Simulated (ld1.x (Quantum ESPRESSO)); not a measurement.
**What one change does to a pseudopotential (Tc, TM semilocal)**

- Element: Tc (Z = 43)
- Generator: ld1.x (Quantum ESPRESSO) 7.5
- Type: norm-conserving Troullier–Martins (semilocal form)
- Functional: PBE
- Relativity: scalar-relativistic
- Frozen core: [Kr]
- Valence charge: 7
- Reference configuration: 4d4 5s0 5p0 (charge +3)
- Partial waves: 5s (bound, empty): rc 1.80 bohr; 4d (bound): rc 1.55 bohr; 5p (bound, empty): rc 2.45 bohr
- Local potential: the p channel
- Core correction: none

Change: core [Ar] 3d10, valence charge 15; reference 4s2 4p6 4d5 5s2 5p0; waves now 4s (bound): rc 1.65 bohr; 4d (bound): rc 1.40 bohr; 4p (bound): rc 1.55 bohr.

Cutoffs: the cutoffs (Ry, on a coarse ladder) from which the occupation-weighted sum of valence levels, in a spherical-Bessel basis at the reference potential, stays within 10 and 1 mRy of its value at 400 Ry; they do not see the model core or the augmentation charge, which bear on the density cutoff. Errors are all-electron minus pseudo energies relative to the spin-unpolarised reference configuration.

Problem. What does the change do?

Solution. The potential gets harder (50 Ry and 60 Ry → 60 Ry and 90 Ry); the bound ghost in s disappears; the miss of the reference levels goes from 0.00 to 1.08 eV. The added semicore shells are compact, so their waves need more plane waves. A semilocal file is local in each channel, so a ghost entry of none says nothing of the separable form that plane-wave codes build from it. Several settings change at once here, so the effects cannot be laid on one of them.

```tsv
quantity	base	changed
cutoff, loose	50 Ry	60 Ry
cutoff, tight	60 Ry	90 Ry
bound ghosts	s	none
largest miss of a reference level, eV	0.00	1.08
largest error over its own tests, meV	+617	-4953
```

Changed file: These tests converged, but a pseudo level misses the all-electron one widely, so the file describes the atom poorly there or has found another state: 4s2 4p6 4d5 5s0 5p0: empty 5s by 2.5 eV; 4s2 4p6 4d4 5s0 5p0: empty 5s by 3.4 eV; 4s2 4p6 4d6 5s1 5p0: 5s by 1.1 eV; 4s2 4p6 4d5.5 5s1.5 5p0: 5s by 1.1 eV. The 5s level has no wave, so the channel is fitted at the deeper level alone: the likely source of the large errors. A true bound ghost makes a file unfit for plane-wave use even where its test errors are small: the radial tests pick states by their node count and pass the ghost by.
